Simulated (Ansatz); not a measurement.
`C=C[B](C)[GaH][F]` + `ClBCl` → `[F][GaH][Cl]` + `C=CB(C)BCl`  (redistribution)

Calculated with Ansatz (gas phase, PBE0-D4/def2-TZVP geometries, no zero-point term in ΔE). CCSD(T)/CBS adds triple-zeta CCSD(T) − MP2 to the extrapolated MP2 energy (def2 sets, frozen cores). This one scheme is used for every species. Functionals use def2-TZVPP. For Ga outer-core shells are correlated without core-valence functions, which leaves a few kJ/mol of doubt a bond. Scalar relativity is left out up to krypton. One conformer a species, not always the lowest.

`C=C[B](C)[GaH][F]`:

Cartesian coordinates in Å:
```
C 1.452 -1.202 -1.162
C 0.167 -0.918 -0.919
B -0.231 0.147 0.126
C 0.607 1.444 0.349
Ga -1.973 -0.185 1.257
F -3.477 0.196 0.390
H 2.255 -0.624 -0.716
H 1.755 -2.039 -1.785
H -0.580 -1.561 -1.381
H 0.035 2.252 -0.134
H 0.705 1.748 1.394
H 1.593 1.438 -0.124
H -2.308 -0.699 2.705
```

`ClBCl`:

Z-matrix (Å, degrees):
```
B
Cl 1 1.734
Cl 1 1.734 2 120.7
H 1 1.187 2 119.7 3 180.0
```

`[F][GaH][Cl]`:

```xyz
4

F    -0.029   -0.685    1.581
Ga    0.097    0.119    0.038
Cl   -1.031   -0.818   -1.495
H     0.963    1.384   -0.124
```

`C=CB(C)BCl`:

Cartesian coordinates in Å:
```
C -0.994 0.527 -1.833
C -0.788 0.853 -0.553
B 0.183 0.058 0.362
C 0.467 -1.467 0.132
B 0.917 0.835 1.653
Cl 0.074 0.872 3.194
H -0.548 -0.361 -2.271
H -1.592 1.141 -2.501
H -1.250 1.773 -0.197
H -0.086 -2.002 0.917
H 1.515 -1.744 0.277
H 0.119 -1.861 -0.826
H 1.984 1.377 1.648
```

CCSD(T)/CBS gives -6.0 kcal/mol.

Q: Another level gave -7.4 kcal/mol. Which?
A. HF/def2-TZVPP
B. B2PLYP/def2-TZVPP
C. CCSD/def2-TZVPP
D. PBE/def2-TZVPP

A: C. CCSD/def2-TZVPP -7.4, B2PLYP -6.5, HF/def2-TZVPP -12.6, PBE -3.9 kcal/mol.

Largest T1 diagnostic among the species: 0.013.

In def2-TZVPP, CCSD(T) changes the Hartree–Fock value by +6.0 kcal/mol (the triples alone add +0.8 kcal/mol) and MP2 by +6.6 kcal/mol. From PBE to PBE0 (25 % exact exchange), in def2-TZVPP and without D4, ΔE moves by −2.0 kcal/mol.
